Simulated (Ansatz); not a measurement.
System: sum formula H$_{7}$SiN$_{2}$O$_{2}$, charge 1, multiplicity 1. It need not be the lowest isomer of its formula. 
Structure (B3LYP-D3(BJ)/def2-TZVP (Ansatz, a first-principles code) minimum search):
```
Si
O 1 1.6129
H 2 0.9614 1 124.35
N 1 1.6635 2 114.58 3 85.82
H 4 1.0080 1 124.25 2 -170.05
H 4 1.0084 5 112.79 1 -177.08
N 1 1.6661 2 124.10 3 -60.27
H 7 1.0086 1 121.95 2 116.68
H 7 1.0087 8 112.25 1 165.53
O 1 1.8541 2 89.26 3 -162.27
H 10 0.9697 1 122.12 2 -161.24
H 10 0.9720 11 111.68 1 -146.57
```
Charge +1, spin multiplicity 1.

Total electronic energies in hartree. Cores are frozen in the correlated levels unless marked. Spin-orbit coupling is left out. Non-relativistic. CBS marks a two-point X^-3 extrapolation of the correlation energy; Hartree-Fock from the larger set.

| level | program | energy (Eh) |
|---|---|---|
| HF/6-31G* | Ansatz | -551.52038 |
| HF/cc-pV(T+d)Z | Ansatz | -551.70267 |
| RI-HF/cc-pV(Q+d)Z | Ansatz | -551.72767 |
| PBE0-D3(BJ)/def2-TZVP | Ansatz + dftd3 | -553.29106 |
| BHLYP-D3(BJ)/def2-TZVPD | Ansatz + dftd3 | (withheld) |
| B2GP-PLYP/def2-TZVPD | Ansatz | (withheld) |
| MP2/6-31G | Ansatz | -551.88476 |
| CCSD(T)/cc-pV(T+d)Z | Ansatz | -552.79110 |
| CCSD(T)/CBS(cc-pV(T+d)Z,cc-pV(Q+d)Z) | Ansatz | -552.9428 |

### Question
Some entries are withheld; supply them.

### Answer

- BHLYP-D3(BJ)/def2-TZVPD, energy (Eh): -553.57371
- B2GP-PLYP/def2-TZVPD, energy (Eh): -553.30558
